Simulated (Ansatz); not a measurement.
Total energies of Ti₃Se₄⁺ (the lowest doublet isomer of a short search) from Ansatz at PBE-D4/def2-TZVP, gas phase (1 Eh = 27.2114 eV = 2625.5 kJ/mol). The reference geometry is relaxed at PBE-D4/def2-SVP.

```csv
atom,x (Å),y (Å),z (Å)
Ti1,-1.047,-0.803,-0.711
Ti2,1.540,-0.539,-0.164
Ti3,-0.361,1.584,0.253
Se4,-2.403,0.503,0.789
Se5,0.435,0.785,-1.996
Se6,1.498,1.024,1.641
Se7,0.338,-2.554,0.189
```

```
           state                    geometry   energy (Eh)
charge 1 doublet                   reference  -12152.69558
charge 0 triplet                   reference  -12152.93149
charge 1 quartet  relaxed at PBE-D4/def2-SVP  -12152.68865
```

Problem. Work out the vertical electron affinity, to the triplet.

Solution. E(charge 1 doublet) − E(charge 0 triplet) = -12152.69558 − (-12152.93149) = 0.23591 Eh = 6.42 eV.

Problem. Which of the charge 1 states is lowest, and how far above it are the others?

Solution. The doublet. quartet: -12152.68865 − (-12152.69558) = 0.00693 Eh = 18.2 kJ/mol.

At PBE-D4/def2-TZVP the charge 1 doublet is spin-contaminated (final ⟨S²⟩ up to 0.84, 0.75 for a pure state). 

The structure comes from a short search, and lower isomers may exist.
